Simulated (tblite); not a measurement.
Species: C₄H₅N₂O (doublet state).
Geometry (GFN2-xTB, Å), atoms numbered from 1 in this order:
```
atom  x, y, z in Å
C1    -1.872    0.421    0.072
N2    -0.441    0.309    0.026
C3     0.221   -0.777    0.521
O4    -0.342   -1.723    1.038
C5     1.675   -0.703    0.376
C6     2.316    0.353   -0.208
N7     2.820    1.269   -0.709
H8    -2.257   -0.470    0.566
H9    -2.170    1.308    0.634
H10   -2.286    0.487   -0.937
H11    0.085    1.060   -0.395
H12    2.251   -1.534    0.753
```

Level: GFN2-xTB in tblite, geometry and Hessian alike; calculated harmonic values, unscaled, isolated species. The method is semi-empirical: single wavenumbers can be off by several per cent or more. One conformer, not necessarily the lowest. Open shells enter through the occupations alone, without spin polarisation, and single modes of such species can be off by tens of per cent.

Harmonic wavenumbers (cm⁻¹): 65.0, 104.1, 123.9, 151.8, 265.5, 372.3, 374.3, 464.1, 519.1, 543.7, 652.1, 711.9, 881.4, 1047.9, 1094.3, 1104.5, 1123.1, 1170.8, 1291.5, 1367.0, 1392.9, 1449.0, 1469.1, 1665.9, 2219.0, 2964.1, 2982.3, 3032.7, 3096.4, 3438.1.

A = 5071, B = 1852, C = 1368 MHz; mass 97.040 u (most abundant isotopes); point group Cs, symmetry number 1; spin multiplicity 2.

Zero-point energy?

½Σν̃ = 18569 cm⁻¹ = 222.13 kJ/mol.

Give the ideal-gas entropy at 298.15 K and 1 bar in the rigid-rotor, harmonic-oscillator model (classical rotation).

Translation 165.91, rotation 115.55, vibration 84.78, spin (R ln 2) 5.76: S = 372.0 J/(mol K).

And Cp and H(298.15 K) − H(0)?

Cp = 118.85 J/(mol K), of which vibrations give 85.59 (their classical limit is 30 R = 249.4); H(298.15 K) − H(0) = 23.35 kJ/mol without the zero-point energy, 13.44 from vibrations.

How do the functions run with temperature in this model?

```
T (K)  S (J/(mol K))  Cp (J/(mol K))  H − H(0) (kJ/mol)  G − H(0) (kJ/mol)  ln q(vib)
  150          304.7            80.6               8.51             -37.19       2.02
  250          352.1           107.0              17.91             -70.12       3.89
  400          410.3           142.1              36.67            -127.43       6.60
  600          475.0           177.7              68.87            -216.16       9.99
  900          554.2           211.9             127.75            -371.00      14.61
```

q(vib) and H(0) count from the zero-point level.

Which modes carry the vibrational entropy at 298.15 K?

65.0 cm⁻¹: 17.99; 104.1 cm⁻¹: 14.13; 123.9 cm⁻¹: 12.71; 151.8 cm⁻¹: 11.09; 265.5 cm⁻¹: 6.80; 372.3 cm⁻¹: 4.48 J/(mol K); the other 24 give 17.59 together.

What must be added to the electronic energy to get the Gibbs energy at 298.15 K and 1 bar?

ZPE + [H(298.15 K) − H(0)] − T·S = 222.13 + 23.35 − 110.91 = 134.57 kJ/mol.

Hindered rotation and anharmonicity are outside this model. Other conformers, if any are populated, would add a mixing term that is left out.
